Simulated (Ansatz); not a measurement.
C3H6SSi can be A, `C=C([SiH3])C=S`, or B, `[SiH3]C1C=CS1`.

Calculated with Ansatz (gas phase, PBE0-D4/def2-TZVP geometries, no zero-point term in ΔE). CBS: MP2 limit from def2 TZ/QZ plus the TZ coupled-cluster correction, frozen cores. DFT in def2-TZVPP. B3LYP here is the variant with VWN-RPA as its local correlation; programs differ in this. One conformer a species, not always the lowest.

Problem. Which is lower in electronic energy at CCSD(T)/CBS, and by how much? (An estimate is asked.)

Solution. Ansatz gave: A, by 0.3 kJ/mol. So small a gap doesn't settle the order.

Problem. Give E(B) − E(A) in kJ/mol with B3LYP, PBE0-D4, r2SCAN-D4, B3LYP-D4, HF/def2-TZVPP, PBE-D4, B2PLYP. (An estimate is asked.)

Solution. Computed: B3LYP 17.1, PBE0-D4 -13.8, r2SCAN-D4 -1.2, B3LYP-D4 14.7, HF/def2-TZVPP 23.3, PBE-D4 -6.7, B2PLYP 10.2. The order is the other way round with PBE0-D4, r2SCAN-D4, PBE-D4.

Largest T1 diagnostic: 0.016.

From PBE to PBE0 (25 % exact exchange), in def2-TZVPP and without D4, E(B) − E(A) moves by −7.4 kJ/mol. In def2-TZVPP, CCSD(T) changes the Hartree–Fock value by −17.9 kJ/mol (the triples alone add +0.8 kJ/mol) and MP2 by −31.3 kJ/mol.
